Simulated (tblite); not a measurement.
Compound: C₁₁H₁₂.
Atom-mapped SMILES: `[CH2:1]=[CH:2][C@:3]12[C@@H:4]3[C@@H:5]4[C@H:6]1[C@@H:7]1[C@H:8]2[C@H:9]3[C@:10]41[CH3:11]` (hydrogens: H12, H13 on C1; H14 on C2; H15 on C4; H16 on C5; H17 on C6; H18 on C7; H19 on C8; H20 on C9; H21, H22, H23 on C11)

Cartesian coordinates in Å at the GFN2-xTB level; atoms count from 1:
```xyz
23
C11H12 angstrom
C     -3.4414   -0.1325    0.6339
C     -2.5743   -0.0807   -0.3635
C     -1.1156   -0.0194   -0.2034
C     -0.1450   -1.1917   -0.5390
C      0.6308   -0.9185    0.7635
C     -0.3179    0.2504    1.0963
C      0.6018    1.2216    0.3288
C     -0.1743    0.9467   -0.9742
C      0.7761   -0.2214   -1.3029
C      1.5659    0.0540    0.0015
C      3.0598    0.1003    0.1256
H     -4.5029   -0.1878    0.4643
H     -3.1215   -0.1239    1.6622
H     -2.9174   -0.0945   -1.3919
H     -0.4612   -2.1674   -0.8883
H      0.9559   -1.6778    1.4653
H     -0.7497    0.4444    2.0705
H      0.9048    2.2012    0.6794
H     -0.5064    1.7019   -1.6772
H      1.2206   -0.4147   -2.2724
H      3.3447    0.3389    1.1490
H      3.4910   -0.8631   -0.1414
H      3.4715    0.8609   -0.5358
```

Computed values, GFN2-xTB/tblite, gas phase, harmonic and unscaled. The method is semi-empirical: single wavenumbers can be off by several per cent or more. One conformer, not necessarily the lowest.

Harmonic wavenumbers (cm⁻¹): 28.0, 145.4, 164.4, 178.8, 258.4, 276.7, 395.0, 524.9, 599.9, 651.9, 683.3, 685.5, 726.4, 727.6, 887.5, 899.3, 918.1, 918.8, 930.4, 936.0, 937.3, 939.1, 957.4, 957.8, 975.3, 994.0, 1013.0, 1043.9, 1076.6, 1112.6, 1113.0, 1118.1, 1130.3, 1131.4, 1145.5, 1152.0, 1169.5, 1169.8, 1177.6, 1206.1, 1207.8, 1218.7, 1220.5, 1282.9, 1329.4, 1355.7, 1400.5, 1418.3, 1485.8, 1486.5, 1698.2, 3011.8, 3016.2, 3017.0, 3019.1, 3020.0, 3024.3, 3025.0, 3026.2, 3032.6, 3034.2, 3107.1, 3130.3.

A = 3136, B = 918.9, C = 899.1 MHz; mass 144.094 u (most abundant isotopes); point group C1, symmetry number 1.

Problem. What is the zero-point energy?

Solution. ½Σν̃ = 42312 cm⁻¹ = 120.98 kcal/mol.

Problem. Give the ideal-gas entropy at 500 K and 1 bar in the rigid-rotor, harmonic-oscillator model (classical rotation).

Solution. Translation 43.40, rotation 30.75, vibration 44.95: S = 119.1 cal/(mol K).

Problem. And Cp and H(500 K) − H(0)?

Solution. Cp = 64.83 cal/(mol K), of which vibrations give 56.88 (their classical limit is 63 R = 125.2); H(500 K) − H(0) = 16.55 kcal/mol without the zero-point energy, 12.57 from vibrations.

Problem. Blend soft modes into free rotors: weight 1/[1 + (100 cm⁻¹/ν̃)⁴] for the oscillator and the rest for a rotor with moment μB/(μ + B), μ = h/(8π²ν), B = 10⁻⁴⁴ kg m². What vibrational entropy results?

Solution. 42.34 cal/(mol K) in place of 44.95, which changes −T·S at 500 K by +1.30 kcal/mol.

Problem. Which modes carry the vibrational entropy at 500 K?

Solution. 28.0 cm⁻¹: 6.99; 145.4 cm⁻¹: 3.73; 164.4 cm⁻¹: 3.49; 178.8 cm⁻¹: 3.33; 258.4 cm⁻¹: 2.62; 276.7 cm⁻¹: 2.49 cal/(mol K); the other 57 give 22.28 together.

Problem. What must be added to the electronic energy to get the Gibbs energy at 500 K and 1 bar?

Solution. ZPE + [H(500 K) − H(0)] − T·S = 120.98 + 16.55 − 59.55 = 77.98 kcal/mol.

Hindered rotation and anharmonicity are outside this model. Other conformers, if any are populated, would add a mixing term that is left out. The structure is chiral; the term R ln 2 for an equal mix with its mirror image is left out.

Hardware: one thread, Arm Neoverse N1 (aarch64), no GPU, on a shared host. Cost: 1.8 s. The figure is for the frequency step alone.
